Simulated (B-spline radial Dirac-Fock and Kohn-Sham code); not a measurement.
## Dipole and non-dipole photoemission parameters of P⁵⁺ 2s

System: P⁵⁺, configuration [He] 2s2 2p6; threshold 265.5 eV (orbital energy of the model). These are calculated numbers from a radial B-spline solver; the model is Dirac-Hartree-Slater photoionisation with a Latter tail; cross sections with all multipoles, angular parameters from the dipole term and its interference with E2.

```csv
hν (eV),σ (kb),β,γ
280,314,2.000,0.199
289,302,2.000,0.162
400,195,2.000,-0.019
405,192,2.000,-0.022
421,181,2.000,-0.029
639,89.6,2.000,-0.009
680,80.0,2.000,0.005
744,67.7,2.000,0.027
800,58.9,2.000,0.050
1010,37.0,2.000,0.142
1050,?,?,?
1170,27.2,2.000,0.211
1360,19.7,2.000,0.289
1486.9,16.2,2.000,0.337
3680,1.88,2.000,0.982
5340,0.713,2.000,1.334
6000,0.521,2.000,1.455
6100,0.498,2.000,1.473
6850,0.363,2.000,1.600
7200,0.317,2.000,1.656
8047.8,0.233,2.000,1.786
12100,0.0734,1.999,2.314
```

Question: Give the values at 1050 eV.

Answer: σ = 34.1 kb, β = 2.000, γ = 0.160. For an s subshell δ is negligible.
